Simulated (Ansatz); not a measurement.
Basis-set extrapolation for Al2F2H2S (`[F][Al]([F])[S][AlH2]`) (PBE0-D4/def2-TZVP geometry, frozen core, the Gaussian-basis code of Ansatz). Multiplicity 1, RHF reference.

```csv
,def2-TZVPP,def2-QZVPP
HF,-1081.778495,-1081.814263
MP2 correlation,-0.826792,-0.904552
CCSD(T) correlation,-0.884009,not run
```

Energies in hartree. Use E(X) = E(∞) + A·exp(−7.88·√X) for Hartree–Fock and E(X) = E(∞) + B·X^(−2.97) for correlation, with X = 3 and 4, and add CCSD(T) minus MP2 of the smaller set to the MP2 limit.

Problem. What is the CCSD(T) energy at the basis-set limit?

Solution. HF limit: -1081.814263 + (-0.035768) × 0.13774 = -1081.81919. MP2 limit: -0.904552 + (-0.077760) × 0.74074 = -0.96215. Higher-order term: -0.884009 − (-0.826792) = -0.05722. Total: -1082.83856 hartree, 462.2 kJ/mol below CCSD(T)/def2-TZVPP.
